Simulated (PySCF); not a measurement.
**Worked example: dipole moment from atomic charges**

WOBr4, SMILES [O]=[W]([Br])([Br])([Br])[Br], multiplicity 1. Atoms are numbered in the order given.

```xyz
6

W      0.0000     0.0000     0.3821
O      0.0000     0.0000     2.0782
Br     0.0000     0.0000    -2.1713
Br     2.0853    -1.2040     0.2962
Br    -2.0853    -1.2040     0.2962
Br     0.0000     2.4079     0.2962
```

Coordinates come from a PBE0-D3(BJ)/def2-SVP optimisation. The multiplicity is an assumed one; other spin states were not compared. The def2 effective core potentials stand for the cores of W; spin–orbit coupling is left out.

Charges (e) from HF/def2-TZVP in PySCF:

| atom | Mulliken | ESP fit |
|---|---|---|
| W1 | 1.617 | 0.351 |
| O2 | -0.470 | -0.268 |
| Br3 | -0.435 | -0.268 |
| Br4 | -0.237 | 0.063 |
| Br5 | -0.237 | 0.063 |
| Br6 | -0.237 | 0.060 |

The dipole moment of the full density is 0.90 D.

### Question
What dipole moment does each set of point charges give, and which comes closer to that of the density?

### Answer

μ = Σ q r, and 1 e Å = 4.8032 D.
Mulliken: Σ q r = (0.000, 0.000, 0.375) e Å, |μ| = 1.80 D.
ESP fit: Σ q r = (0.000, -0.007, 0.214) e Å, |μ| = 1.03 D.
ESP fit comes closer in size. Point charges leave out the atoms' own dipoles (lone pairs, polarised bonds); fits to the potential absorb them, partitions of the density don't.
